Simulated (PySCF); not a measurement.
**Computed vibrations of TbCl3(NH3)**

TbCl3(NH3) (singlet in the valence; each metal's 4f electrons, 8 of them, lie in its core potential, out of spins and levels). PySCF 2.14.0, RKS PBE0, Tb lcecp-1-SVP with ECP54, Cl def2-SVP, N def2-SVP, H def2-SVP; non-relativistic Hamiltonian with scalar-relativistic core potentials where named; density fitting; no spin-orbit coupling. Central differences of gradients.

```xyz
8

Tb    0.0431   -0.0431    0.0431
Cl    1.1845    1.8721    1.1845
Cl   -1.8721   -1.1845    1.1845
Cl    1.1845   -1.1845   -1.8721
N    -1.3835    1.3835   -1.3835
H    -1.9936    1.9936   -0.8344
H    -0.8344    1.9936   -1.9936
H    -1.9936    0.8344   -1.9936
```

Run from Python with OMP_NUM_THREADS=2. Where DIIS fails, smearing, a level shift and second-order steps follow.
It took 90 s on 2 threads of Arm Neoverse V1, with other jobs on the host.

**Question.** What are the harmonic wavenumbers and infrared intensities?

**Answer.** Modes are labelled in C3v; negative numbers are unstable modes, those under 60 cm⁻¹ near the noise; a finer grid moves soft modes by up to 10 cm⁻¹.
```json
{"cm⁻¹": "62", "km/mol": "5.2", "symmetry": "e"}
{"cm⁻¹": "62", "km/mol": "5.2", "symmetry": "e"}
{"cm⁻¹": "63", "km/mol": "30.8", "symmetry": "a1"}
{"cm⁻¹": "74", "km/mol": "4.8", "symmetry": "e"}
{"cm⁻¹": "74", "km/mol": "4.8", "symmetry": "e"}
{"cm⁻¹": "124", "km/mol": "0.0", "symmetry": "a2"}
{"cm⁻¹": "315", "km/mol": "4.4", "symmetry": "a1"}
{"cm⁻¹": "325", "km/mol": "3.0", "symmetry": "a1"}
{"cm⁻¹": "338", "km/mol": "78.8", "symmetry": "e"}
{"cm⁻¹": "338", "km/mol": "78.8", "symmetry": "e"}
{"cm⁻¹": "556", "km/mol": "51.1", "symmetry": "e"}
{"cm⁻¹": "556", "km/mol": "51.1", "symmetry": "e"}
{"cm⁻¹": "1224", "km/mol": "163.3", "symmetry": "a1"}
{"cm⁻¹": "1627", "km/mol": "27.1", "symmetry": "e"}
{"cm⁻¹": "1627", "km/mol": "27.1", "symmetry": "e"}
{"cm⁻¹": "3485", "km/mol": "39.4", "symmetry": "a1"}
{"cm⁻¹": "3605", "km/mol": "55.7", "symmetry": "e"}
{"cm⁻¹": "3605", "km/mol": "55.7", "symmetry": "e"}
```

**Question.** Is this a minimum?

**Answer.** Yes. Ideal gas at 298.15 K and 1 bar: S = 439.8 J/(mol K), Cp = 120.2 J/(mol K), H − H(0 K) = 27.3 kJ/mol (rigid rotor, harmonic modes, spin degeneracy alone, that of the 4f electrons in the core included).

An lcecp potential fixes the number of 4f electrons, so in runs with it no electron can move into or out of that shell.
